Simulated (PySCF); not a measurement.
System: C3H5O, charge -1, multiplicity 1. It need not be the lowest isomer of its formula. Whether it binds its extra electron was not tested at this geometry. 
Geometry from a B3LYP-D3(BJ)/def2-TZVP (Ansatz) optimisation:
SMILES: C[CH-]C=O
```xyz
9

C     -1.5713    -0.1032     0.0973
C     -0.2956    -0.6477    -0.4749
C      0.9366    -0.1016    -0.1860
O      1.2343     0.8846     0.5544
H     -2.1289    -0.8271     0.7159
H     -1.3249     0.7482     0.7377
H     -2.2854     0.2558    -0.6635
H     -0.3356    -1.5043    -1.1428
H      1.7821    -0.6350    -0.7008
```
Charge -1, spin multiplicity 1.

Dispersion corrections to the total energy (kcal/mol) from the dftd3 and dftd4 libraries through PySCF: D3(BJ) without and D4 with the three-body term, each with the damping fitted for the functional named.

```csv
functional,D3(BJ),D4
PBE,-3.31,-3.72
HF,-28.59,-14.85
BHLYP,___,-3.97
LC-wPBE,___,-4.08
B3LYP,-5.57,___
PBE0,-2.76,-3.08
TPSSh,-3.68,-4.57
```

**Question.** Some entries are withheld; supply them.

**Answer.** 
- BHLYP, D3(BJ): -4.20
- LC-wPBE, D3(BJ): -2.90
- B3LYP, D4: -5.92
